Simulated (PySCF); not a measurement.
## Simulated absorption spectrum

Compound: C₅H₄O₂S.
InChI=1S/C5H4O2S/c6-4-7-5-2-1-3-8-5/h1-4H

Theory: TDDFT wB97X-D/def2-SVPD, vertical, gas phase, core orbitals frozen in the response (PySCF 2.14.0, density-fitted response routines). Isolated species at its GFN2-xTB geometry (one conformer only). Torsions of this conformer, `[O:1]=[CH:2][O:3][c:4]1[cH:5][cH:6][cH:7][s:8]1`: O1–C2–O3–C4 0°, C2–O3–C4–C5 0°.

Computed states:

| state | E (eV) | f |
| --- | --- | --- |
| S1 | 5.37 | 0.219 |
| S2 | 5.77 | 0.0018 |
| S3 | 5.91 | 0.0010 |
| S4 | 5.96 | 0.080 |
| S5 | 6.32 | 0.0001 |
| S6 | 6.59 | 0.030 |
| S7 | 6.87 | 0.0002 |
| S8 | 7.46 | 0.0051 |

Broadening: Gaussians 0.5 eV wide at half height, area fixed by f = 4.319×10⁻⁹ ∫ε dν̃. The width is an assumption, not a result. The curve ends short of the highest state used, and states not computed would add to its high-energy end.

(1) What does the envelope look like, and where are its maxima?

(2) Coming from long wavelengths, where does ε first pass 100 L mol⁻¹ cm⁻¹?

(3) On this curve, what absorbance would a 10⁻⁴ mol/L sample give at 248 nm over a 1 cm path?

Answers

(1) 
```csv
λ (nm),ε (L mol⁻¹ cm⁻¹)
180.6,713
183.1,1129
185.6,1484
188.2,1655
190.7,1629
193.2,1567
195.7,1680
198.2,2107
200.7,2822
203.2,3640
205.7,4316
208.2,4690
210.7,4794
213.3,4848
215.8,5158
218.3,5948
220.8,7248
223.3,8857
225.8,10414
228.3,11529
230.8,11917
233.3,11488
235.8,10346
238.4,8662
240.9,6860
243.4,5129
245.9,3633
248.4,2446
250.9,1570
253.4,964
255.9,568
258.4,322
260.9,176
263.5,90
266.0,46
268.5,23
```

Maxima: 231 nm (5.37 eV), ε about 12000, made up of S1 (99%); 189 nm (6.56 eV), ε about 1700, made up of S6 (95%) (ε in L mol⁻¹ cm⁻¹; maxima over ε = 5, shares over 10%).

(2) At about 263 nm (4.71 eV), 0.66 eV below S1.

(3) 248 nm is 4.999 eV, where ε is about 2600 L mol⁻¹ cm⁻¹, so A = ε c l ≈ 0.26 (Beer–Lambert, with the gas-phase spectrum and the assumed width).
